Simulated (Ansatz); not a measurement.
Reaction (formal exchange of groups at a P–S bond): `OP([SiH3])S` + SiH₄ → `OP([SiH3])[SiH3]` + H₂S

Isolated molecules relaxed with PBE0-D4/def2-TZVP in Ansatz; ΔE leaves out vibrations. CCSD(T)/CBS is the MP2 limit (def2-TZVPP, def2-QZVPP) plus CCSD(T) − MP2 in def2-TZVPP, frozen cores. This one scheme is used for every species. DFT in def2-TZVPP. One conformer a species, not always the lowest.

(1) Is it downhill or uphill in electronic energy at CCSD(T)/CBS, and by how much? (Best estimate.)

(2) What do these levels give: PBE0-D4, ωB97X-V, ωB97M-V, B2PLYP, PBE0, MP2/def2-TZVPP, CCSD/def2-TZVPP, CCSD(T)/def2-TZVPP, MP2/def2-QZVPP, HF/CBS(def2), MP2/CBS(def2), CCSD/CBS(def2)? (Best estimate.)

Largest T1 diagnostic among the species: 0.014.

Answers

(1) Ansatz gave: Uphill: ΔE = +3.9 kcal/mol.

(2) Ansatz gave: PBE0-D4 3.9, ωB97X-V 3.9, ωB97M-V 4.8, B2PLYP 5.0, PBE0 4.1, MP2/def2-TZVPP 4.7, CCSD/def2-TZVPP 3.0, CCSD(T)/def2-TZVPP 3.4, MP2/def2-QZVPP 5.0, HF/CBS(def2) 4.2, MP2/CBS(def2) 5.3, CCSD/CBS(def2) 3.5 kcal/mol.
